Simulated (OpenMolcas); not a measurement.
## Ag7+: effect of the active space

* Program: OpenMolcas 26.06
* Method: MS-CASPT2 or its RAS form, IPEA 0.25 Eh, imaginary shift 0.1 Eh
* Basis: ANO-RCC-VTZP
* Scalar Hamiltonian: DKH2, point nucleus
* Spin-orbit coupling: RASSI with atomic mean-field integrals over the reference wave functions, term energies averaged over their components

A. 4 electrons in 5 orbitals (4d); 2S+1 = 5 even, 5 roots; 2S+1 = 3 even, 45 roots; 2S+1 = 1 even, 50 roots; closed shells correlated: 4s 4p; CASPT2 step roughly 17 core-seconds
B. 10 electrons in 8 orbitals (RAS1 4p, at most 2 holes; RAS2 4d); 2S+1 = 5 even, 5 roots; 2S+1 = 3 even, 45 roots; 2S+1 = 1 even, 49 roots; closed shells correlated: 4s; CASPT2 step roughly 80 core-seconds
C. 4 electrons in 10 orbitals (4d 5d); 2S+1 = 5 even, 5 roots; 2S+1 = 3 even, 45 roots; 2S+1 = 1 even, 49 roots; closed shells correlated: 4s 4p; CASPT2 step of the order of 15 core-minutes

Energies in cm-1 above 4d4 5D0, the measured ground level; measured values from Atoms 5, 11 (2017), spectra Ag VII to Ag IX.

```tsv
Level	A	B	C	Measured
4d4 5D0	0.0	0.0	0.0	0.0
4d4 5D1	1255	1272	1248	1340
4d4 5D2	3070	3110	3060	3212
4d4 5D3	5100	5180	5100	5292
4d4 5D4	7230	7350	7250	7443
4d4 3P0(1)	21830	22140	21800	21309
4d4 3H4 [69 %]	24330	24360	24270	23302
4d4 3P1(1)	26870	27260	26860	26526
4d4 3H5	27160	27230	27130	26250
4d4 3G3 [50 %]	27920	28130	27860	
4d4 3F2(1)	28800	29090	28740	28051
4d4 3H6	29090	29130	29100	28185
4d4 3F4(1) [53 %]	30270	30540	30240	
4d4 3P2(1)	32660	33130	32670	32134
4d4 3F3(1) [51 %]	33710	34060	33660	
4d4 3G4 [60 %]	33790	34060	33770	32698
4d4 3G5	35980	36280	36020	35077
4d4 3D3	38240	38710	38240	36879
4d4 3D2 [68 %]	39440	39900	39420	38402
4d4 3D1	40350	40880	40310	39191
4d4 1I6	41080	40920	41130	39744
4d4 1G4(1) [72 %]	44170	44530	44190	43104
4d4 1D2(1)	50150	50300	50170	
4d4 1F3	53930	54140	53970	52004
```

Deviations, from unrounded energies. A percentage is the sum of absolute deviations over the sum of measured energies, with the sign that they share, or ± where signs differ.

```csv
Against measurement,Levels,A,B,C
mean absolute deviation (cm-1),19,810,1000,810
fine structure of the ground term (%),4,-3.7,-2.2,-3.6
other terms of the ground configuration (%),15,+3.0,+3.8,+2.9
```

A, C lie about equally close to measurement and B furthest from it. The largest miss of C in the table is 4d4 1F3, by +2000 cm-1. The ranking rests on the paired levels alone, and a cruder setting can come out closer through cancelling errors.

The spin-orbit steps hold different terms of 4d4 (B lacks a 1S; C lacks a 1S), which shifts levels as well.

The two smallest mean deviations differ by little beside CASPT2's spread within terms, so their order carries little weight.

Among A to C the level of the table that moves most is 4d4 3D1, by 560 cm-1 (lowest in C, highest in B). Moves below CASPT2's spread within the term are not significant.

CASPT2 does not keep the components of a term degenerate, so their means are used; among the terms shown or strongly mixed into the levels shown the widest spread is 1200 cm-1 (4d4 1I, B). The CASPT2 spread within a term exceeds the gap to the next term for 4d4 3D and 4d4 1I, 4d4 1I and 4d4 1G(1), so the order of their levels is uncertain. Active for correlation alone: 4p; no level in the range computed is led by a configuration that opens it, so any true level of that kind is missing (holds for B). Active for correlation alone: 5d; no level in the range computed is led by a configuration that fills it, so any true level of that kind is missing (holds for C). Measured partners are found by configuration, term and J. A level has none where our copy of the source lacks it or the pairing is in doubt (some pairs that miss far off the trend of their configuration count as doubtful), and it then counts in no deviation. Only configurations of the active space appear. Levels that lie high or do not pair safely by name in every column are left out.

A share in square brackets marks a mixed level and gives the weight of the term that names it, the lowest over the columns. A number in round brackets counts repeated terms of one configuration in the order of the reference energies.
